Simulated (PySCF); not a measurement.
Fill in the blanks.

Species: C6H11ClSi.
SMILES: `CC#CC[C@](C)([SiH3])Cl`

Conformer (atom-mapped SMILES and torsion angles): `[CH3:1][C:2]#[C:3][CH2:4][C@:5]([CH3:6])([SiH3:7])[Cl:8]`: C3–C4–C5–C6 64°.

```csv
property,level,value
point group of the GFN2-xTB geometry,GFN2-xTB,C1
"rotational constants A, B, C of the GFN2-xTB geometry",GFN2-xTB,"2.440, 0.737, 0.663 GHz"
dipole moment,PBE0/pcSseg-1,2.65 D
HOMO energy,PBE0/pcSseg-1,?
LUMO energy,PBE0/pcSseg-1,0.14 eV
13C chemical shifts (computed TMS as zero) by class,GIAO PBE0/pcSseg-1,?
1H chemical shifts (computed TMS as zero) by class,GIAO PBE0/pcSseg-1,"4.10 (3 H), 2.90 (1 H), 2.75 (1 H), 2.00 (3 H), 1.78 (3 H) ppm"
"isotropic shieldings of nuclei other than C and H, by class",GIAO PBE0/pcSseg-1,?
```

Electronic properties: PySCF, gas phase, density fitting. GFN2-xTB frequencies show an imaginary mode (26i cm⁻¹), so this geometry is no minimum at that level. NMR classes are plain means over equivalent atoms (diastereotopic ones count apart unless rotation or inversion swaps them), as if these changed places fast; in this geometry the members of some classes differ.

(1) Give the HOMO energy.

(2) The 13C chemical shifts (computed TMS as zero) by class?

(3) The isotropic shieldings of nuclei other than C and H, by class?

## Answers

(1) -7.48 eV.

(2) 87.9 (1 C), 83.2 (1 C), 59.1 (1 C), 36.9 (1 C), 30.2 (1 C), 4.6 (1 C) ppm.

(3) 402 (1 Si), 721 (1 Cl) ppm.

The rotational constants make it an asymmetric top with κ = (2B − A − C)/(A − C) = -0.92, nearer the prolate limit (−1). The dipole matches unit charges of opposite sign 0.55 Å apart (1 e·Å = 4.8032 D). With B = h/(8π²I), that is 505.379 GHz u Å² over I, the principal moments of inertia are 207.1, 685.6 and 762.3 u Å² (most abundant isotopes).

One conformer stands for the species.
